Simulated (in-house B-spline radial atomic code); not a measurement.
Binding energies in neutral thulium

NIST's tabulated ground configuration is [Xe] 4f13 6s2; each binding energy is the energy of the ion with one electron taken from that subshell, relaxed, less that of the parent. Computed with a radial B-spline atomic code at the basis-set limit: Dirac-Hartree-Fock, average of configuration, Fermi nucleus of rms radius 5.2256 fm. Energies include first-order Breit, QED and recoil terms.

```csv
subshell,X-ray name,binding energy (eV),-ε (eV),relaxation (eV)
1s,K,59386.2,59749.0,86.1
2s,L1,10121.6,10206.8,52.1
2p1/2,L2,9616.8,9705.5,56.3
2p3/2,L3,8647.7,8723.0,53.8
3s,M1,2311.8,2348.9,30.6
3p1/2,M2,2091.4,2128.9,31.5
3p3/2,M3,1883.8,1917.7,30.2
3d3/2,M4,1512.8,1547.6,32.5
3d5/2,M5,1468.4,1501.9,32.1
4s,N1,474.7,489.8,13.7
4p1/2,N2,385.4,400.0,13.4
4p3/2,N3,338.9,351.9,12.4
4d3/2,N4,191.8,203.8,11.7
4d5/2,N5,183.4,194.8,11.3
5s,O1,61.66,64.73,2.89
5p1/2,O2,35.05,37.74,2.58
5p3/2,O3,29.4,31.70,2.26
4f,"N6,7",5.41,13.63,8.36
6s,P1,5.08,5.29,0.20
```

Relaxation = -ε minus the binding energy without Breit, QED and recoil terms.

Emission lines follow as differences of binding energies, with λ = 12398.42 eV·Å / E:

```tsv
line	holes	energy (eV)	wavelength (Å)
K-L3	1s → 2p3/2	50738.5	0.24436
K-L2	1s → 2p1/2	49769.4	0.24912
K-M3	1s → 3p3/2	57502.4	0.21562
L3-M5	2p3/2 → 3d5/2	7179.3	1.727
L2-M4	2p1/2 → 3d3/2	8104.0	1.5299
L1-M3	2s → 3p3/2	8237.8	1.5051
L3-M1	2p3/2 → 3s	6335.9	1.9569
L2-N4	2p1/2 → 4d3/2	9425.0	1.3155
```

Q: What screening constant σ does Moseley's law, E = (3/4)·13.6057 eV·(Z - σ)², need for K-L3?

A: σ = -1.51.

Moseley's non-relativistic formula needs a falling, then negative, screening constant for heavy elements, because relativity binds the 1s electron more strongly than the formula allows.

Q: What does it cost to remove both a 3d5/2 and a 3d3/2 electron?

A: 3040.4 eV, which is 59.16 eV more than the two single binding energies together.

Q: What does it cost to remove both a 1s and a 2p1/2 electron?

A: 69362 eV, which is 359.2 eV more than the two single binding energies together.

Q: What does it cost to remove both a 3p1/2 and a 4s electron?

A: 2591.2 eV, which is 25.09 eV more than the two single binding energies together.
